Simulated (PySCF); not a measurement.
# Radial density of Ga (gallium, neutral)

BP86, [Ar] 3d10 4s2 4p1, 2P determinant. Calculation: PySCF 2.14, in cc-pVDZ-PP with ECP10MDF; a scalar-relativistic core potential. This is the valence pseudo-density: the core potential removes the inner electrons and smooths the orbitals near the nucleus.

| r (bohr) | 4πr²ρ (e/bohr) | 4πr²(ρα − ρβ) |
| --- | --- | --- |
| 0.00178 | 1.283e-05 | 0.0000 |
| 0.00300 | 3.592e-05 | 0.0000 |
| 0.00505 | 9.880e-05 | 0.0000 |
| 0.00849 | 0.0002592 | 0.0000 |
| 0.0143 | 0.0006129 | 0.0000 |
| 0.0240 | 0.001305 | 0.0000 |
| 0.0404 | 0.004132 | 0.0000 |
| 0.0679 | 0.03642 | 0.0000 |
| 0.114 | 0.3940 | -0.0002 |
| 0.192 | 2.759 | -0.0005 |
| 0.323 | 12.95 | 0.0098 |
| 0.544 | 26.67 | 0.0237 |
| 0.915 | 13.37 | -0.0039 |
| 1.54 | 2.959 | 0.1472 |
| 2.59 | 1.231 | 0.3363 |
| 4.35 | 0.2528 | 0.1600 |
| 7.32 | 0.01566 | 0.0147 |

Energies and moments cover only the electrons outside the core potential.

Problem. Where is the radial spin density 4πr²(ρα − ρβ) most negative, and why is it negative at all?

Solution. Around r = 0.915 bohr, down to -0.0039 e/bohr: exchange with the open shell polarises the paired shells in an unrestricted calculation.
